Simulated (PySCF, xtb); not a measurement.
H3S2, SMILES S[SH2+], charge +1.

Harmonic wavenumbers (cm⁻¹) from GFN2-xTB (xtb) at its own minimum, in rising order: 140, 460, 675, 719, 875, 1087, 2216, 2219, 2381.

What does B3LYP-D3(BJ)/def2-TZVP in PySCF give at its own minimum? (The exact figures need the calculation; the answer reports its results.)

242, 481, 776, 844, 988, 1224, 2581, 2584, 2641. Paired by order, the mean absolute difference is 177 cm⁻¹ and the zero-point energies are 15.4 and 17.7 kcal/mol.
